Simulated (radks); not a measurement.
Results of a calculation; reference values are marked as such.
Question: Er60+, configuration [He] 2s2 2p4. Level of theory: scalar-relativistic Kohn-Sham, r2SCAN, spin-polarised, spherical densities, finite nucleus; open shells are filled with parallel spins first (spin-orbit coupling, left out, can overturn this in heavy ions); meta-GGA in the generalised Kohn-Sham scheme; Fermi nuclear charge, rms radius 5.2516 fm (a radial shooting solver on a logarithmic mesh with Libxc functionals). Some entries of the table are withheld. Estimate them.

orbital,occ.,eigenvalue (hartree),r(max) (bohr)
1s up,1,-2318.924,(1)
1s down,1,-2317.363,(2)
2s up,1,-542.7813,0.07205
2s down,1,-540.5881,0.07213
2p up,3,-504.9696,0.05826
2p down,1,-502.1866,0.05838

Answer: 
(1) 1s up r(max) (bohr): 0.01285
(2) 1s down r(max) (bohr): 0.01285
